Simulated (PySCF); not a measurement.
Delta-SCF ions had no search for a lower state. Excitations are Tamm–Dancoff values on a coarser integration grid. The basis has no diffuse functions, so Rydberg states are missing or too high.

# C₂H₂OS, SMILES `O=CC=S` (O–C–C–S torsion 180°) (charge 0, multiplicity 1)

Computed with M06-2X/def2-TZVP // B3LYP-D3(BJ)/def2-TZVP in PySCF.

```json
{
 "HOMO": "-8.58 eV",
 "dipole_moment": "1.23 D",
 "HOMO–LUMO gap": "5.74 eV",
 "LUMO": "-2.84 eV",
 "S1 excitation (TDA)": "1.76 eV",
 "S1 oscillator strength": "0.000",
 "brightest of the four lowest singlets (TDA)": "6.21 eV",
 "T1 excitation (TDA)": "1.31 eV",
 "S1–T1 gap (TDA)": "0.45 eV",
 "vertical ionisation energy (Delta-SCF)": "9.86 eV",
 "total_energy": "-550.7755 Ha",
 "cost": "about 7 core-minutes (a rough figure)"
}
```

```xyz
6

O     -1.5711     0.7138    -0.4601
C     -0.7799    -0.0587     0.0194
C      0.6933     0.1489    -0.0753
S      1.7532    -0.8822     0.5647
H     -1.0864    -0.9721     0.5613
H      0.9909     1.0503    -0.6099
```
